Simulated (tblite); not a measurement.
A tight-binding relaxation on `C[CH](C)[GeH]1[CH2]C=C[CH2]1`.

Computed with GFN2-xTB geometry optimisation, gas phase (tblite 0.8.0). Start geometry: from a force field or distance geometry. The command runs a driver script over a list of jobs; the input below is this job's line of settings and its coordinates in Å.

Command:
```bash
OMP_NUM_THREADS=1 python probes_run.py task.json out
```

Input:
```
{"job": {"kind": "relax", "xc": "GFN2-xTB", "basis": "xTB"}, "charge": 0, "multiplicity": 1}
C     -2.361100    -1.206000    -0.537000
C     -1.464800    -0.297600     0.266900
C     -1.920100     1.099300     0.085700
Ge     0.369800    -0.592400    -0.259900
C      1.581300    -0.721100     1.284400
C      2.730500    -0.021400     0.678800
C      2.588000     0.783500    -0.298200
C      1.263200     1.048100    -0.866200
H     -2.189600    -2.277200    -0.297800
H     -3.444000    -0.914400    -0.407500
H     -2.103700    -1.090700    -1.602100
H     -1.603800    -0.558900     1.366900
H     -2.743400     1.335600     0.838900
H     -1.149000     1.872900     0.250900
H     -2.357700     1.182000    -0.950600
H      0.583400    -1.765000    -1.205500
H      1.153800    -0.169500     2.162200
H      1.792200    -1.783900     1.527500
H      3.761100    -0.221100     1.132400
H      3.481500     1.321100    -0.747900
H      1.245200     1.042800    -1.974000
H      0.776700     1.953100    -0.448700
```

Output:
```
step      E/eV     max force
  0    -652.25845    4.896
  1    -652.58571    3.624
  2    -652.74734    0.666
  3    -652.79424    0.597
  4    -652.85061    0.860
  5    -652.89221    0.503
  6    -652.92281    0.364
  7    -652.94947    0.314
  8    -652.97215    0.369
  9    -652.99155    0.398
... (194 lines left out)
204    -653.18707    0.016
205    -653.18715    0.017
206    -653.18721    0.021
207    -653.18728    0.018
208    -653.18735    0.017
209    -653.18741    0.018
210    -653.18745    0.017
211    -653.18748    0.015
212    -653.18751    0.014
213    -653.18754    0.009
```

«max force» is the largest atomic force in eV/Å.

Problem. From which step on does the largest force stay under 0.1 eV/Å, and how much energy is left to gain from there?

Solution. From step 180 (0.087 eV/Å), 7.7 meV above the end.

Main results: energy lowered by 21.4 kcal/mol over 213 steps; largest atomic force 0.009 eV/Å at the end.

Problem. Where do the atoms end?

Solution. 0.922 Å rms from the input after alignment:
```
atom  x, y, z in Å
C1    -2.4413   -0.7474   -0.9268
C2    -1.5456   -0.5220    0.2832
C3    -1.6488    0.9098    0.7867
Ge4    0.3736   -0.9553   -0.1515
C5     1.6790   -0.5677    1.3068
C6     2.4676    0.5861    0.7663
C7     2.2787    1.0114   -0.4715
C8     1.2738    0.3474   -1.3631
H9    -2.3634   -1.7762   -1.2744
H10   -3.4826   -0.5448   -0.6777
H11   -2.1525   -0.0892   -1.7445
H12   -1.8656   -1.1982    1.0811
H13   -2.6765    1.1559    1.0512
H14   -1.0256    1.0548    1.6677
H15   -1.3199    1.6076    0.0182
H16    0.4719   -2.3854   -0.6686
H17    1.2134   -0.2981    2.2558
H18    2.3402   -1.4111    1.5103
H19    3.1921    1.0515    1.4210
H20    2.8406    1.8417   -0.8782
H21    1.7799   -0.1408   -2.1974
H22    0.6008    1.0894   -1.7953
```

Problem. Estimate the wall time. Hardware: one thread of an Arm Neoverse N1, no GPU, shared host with 64 logical CPUs at a one-minute load of 60.

Solution. About 3.2 s.
Labels such as C1 count atoms from 1, the log's own numbers from 0.
